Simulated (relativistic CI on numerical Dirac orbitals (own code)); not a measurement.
**One change at a time: Re XXXIX**

Base calculation: Dirac-Coulomb-Breit CI, separate exchange-only KLI orbitals for each configuration, model QED (radiative potential, 1s self-energy scaled to tabulated hydrogen-like ionisation energies), unscaled Slater integrals.

CI space (outside the closed core [Ar] 3d10): 4s²4p⁶4d, 4s²4p⁶4f, 4s²4p⁵4d², 4s4p⁶4d², 4s²4p⁵4d4f, 4s4p⁶4d4f, 4s²4p⁶5s, 4s²4p⁶5p, 4s²4p⁶5d, 4p⁶4d²4f, 4s²4p⁵4d5s, 4s²4p⁶5f, 4s²4p⁵4d5p, 4s4p⁶4f5s, 4s²4p⁶5g, 4s4p⁶4d5s, 4s²4p⁵4d5d, 4p⁶4d³, 4p⁵4d⁴, 4p⁵4d³4f, 4p⁶4d4f², 4p⁶4f³, 4p⁵4d²4f², 4p⁵4d4f³, 4p⁶4f²5s, 4s4p⁶4f², 4s4p⁵4f³, 4s4p⁶4f5p, 4s4p⁵4f²5p, 4p⁶4f²5p. Double excitations out of closed p, d and f shells are left out; levels of such configurations are missing from the list, as are those of other unlisted configurations, and high levels can miss mixing partners. These lack a partner that the ground configuration has and come out too high: 4s²4p⁵4d5s, 4s²4p⁵4d5p, 4s²4p⁵4d5d, 4s²4p⁶5d, 4s²4p⁶5f.

Variants: (1) Breit term removed. Shifts of the energy above 4s²4p⁶4d ²D3/2, in cm⁻¹, for the lowest level and the first level of each name with at least 55 % of one term (blank where a level changes its place among those of its configuration and J or its character, or is not in the variant):

| Level | Base | Δ(1) |
| --- | --- | --- |
| 4s²4p⁶4d ²D3/2 | 0 | 0 |
| 4s²4p⁶4d ²D5/2 | 165738 | +3600 |
| 4s²4p⁵4d² ⁴D°1/2 | 1260199 | +3929 |
| 4s²4p⁵4d² ⁴G°9/2 | 1427340 | +7995 |
| 4s²4p⁵4d² ²H°11/2 | 1462002 | +8943 |
| 4s²4p⁵4d² ²G°9/2 | 1529650 | +8279 |
| 4s²4p⁵4d² ⁴G°11/2 | 1596809 | +11684 |
| 4s²4p⁵4d² ²P°1/2 | 1656332 | +9715 |
| 4s²4p⁵4d² ²P°3/2 | 1751558 | +10098 |
| 4s²4p⁶4f ²F°7/2 | 1854503 | +9578 |
| 4s²4p⁵4d4f ⁴G5/2 | 2914663 | +10043 |
| 4s²4p⁵4d4f ⁴G7/2 | 2961240 | +11072 |
| 4s²4p⁵4d4f ⁴D1/2 | 2996340 | +10081 |

At this charge energies of transitions that change n are usually good to better than 1 %, and those within a shell (Δn = 0) to a few per cent.

Ionisation energy from the two ground configurations alone: base 1695.82 eV; Breit term removed 1696.91 eV. The NIST ASD value (theoretical) is 1696 eV.

LS names give the leading component of a level, which can be under half, so a name can repeat, a term be missing and a line seem to break the LS rules.
